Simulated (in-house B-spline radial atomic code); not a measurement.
Radial electron density of Yb, [Xe] 4f14 6s2. Level of theory: scalar-relativistic (X2C) r2SCAN0, spin-polarised, spherical fractional occupations, Fermi nucleus of rms radius 5.3108 fm; calculated with a radial B-spline atomic code at the basis-set limit.

One-electron X2C: radii and densities carry no picture-change correction, so inner-shell <1/r> comes out high (for 1s by about 2 % at Z = 33, 5 % at 54, 10 % at 75, 30 % at 118) and <r> low.

Columns: r (bohr), 4πr²n(r) (electrons per bohr), bar.

```
0.000453    3.137 #
0.000569    4.351 ##
0.000717    6.038 ##
0.000902    8.318 ###
 0.00113    11.32 ####
 0.00143    15.51 #####
  0.0018    20.89 #######
 0.00226     27.7 ##########
 0.00285    36.35 #############
 0.00358    46.58 ################
 0.00451     58.4 ####################
 0.00567    70.83 #########################
 0.00714    82.75 #############################
 0.00899    92.16 ################################
  0.0113       97 ##################################
  0.0142    96.17 ##################################
  0.0179    90.52 ################################
  0.0225    84.37 #############################
  0.0284    84.25 #############################
  0.0357    94.88 #################################
  0.0449    113.1 #######################################
  0.0565    126.2 ############################################
  0.0712    121.7 ##########################################
  0.0895    104.2 ####################################
   0.113    96.02 #################################
   0.142    107.4 #####################################
   0.178    113.5 ########################################
   0.225     89.6 ###############################
   0.283    59.37 #####################
   0.356    56.42 ####################
   0.448    65.56 #######################
   0.563    56.39 ####################
   0.709    35.27 ############
   0.892    20.92 #######
    1.12    14.39 #####
    1.41    9.445 ###
    1.78    4.838 ##
    2.24    2.036 #
    2.82   0.9915 
    3.54   0.7033 
    4.46   0.4758 
    5.61   0.2312 
    7.06  0.07132 
    8.89  0.01269 
    11.2 0.001184 
    14.1 5.258e-05
```

On this grid the curve has 4 maxima, near 0.0113, 0.0565, 0.178, 0.448 bohr.

The 4f up radial function P(r) = rR(r), positive near the nucleus:

| r (bohr) | P |
| --- | --- |
| 0.0284 | 0.002391 |
| 0.0449 | 0.01116 |
| 0.0712 | 0.04649 |
| 0.113 | 0.1624 |
| 0.178 | 0.4359 |
| 0.283 | 0.8623 |
| 0.448 | 1.149 |
| 0.709 | 1.009 |
| 1.12 | 0.6246 |
| 1.78 | 0.2874 |
| 2.82 | 0.1011 |
| 4.46 | 0.02709 |
| 7.06 | 0.004323 |
